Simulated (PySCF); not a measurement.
## SnF⁺ at RHF-CCSD(T)

Level: RHF-CCSD(T). Sn def2-TZVPPD with ECP28, F def2-TZVPPD; scalar-relativistic core potentials (PySCF 2.14).

```
state                          : ¹Σ⁺ (singlet), closed shell
bond length                    : 0.1875 nm
harmonic wavenumber            : 693 cm⁻¹
force constant                 : 4.64 mdyn/Å
rotational constant Be         : 0.2925 cm⁻¹
anharmonicity ωexe             : 2.70 cm⁻¹
vibration–rotation constant αe : 0.00167 cm⁻¹
well depth De to Sn⁺ + F       : 490 kJ/mol
dissociation energy D0         : 486 kJ/mol
```

Correlated steps freeze 5 core orbitals. Spin–orbit coupling is left out, which matters for elements this heavy, above all for dissociation energies. For an ion De counts to the pair picked by the measured ionisation energies or electron affinities, which need not be the lowest pair at this level. Where the molecule has an RHF reference, its open-shell atoms are computed with UHF.
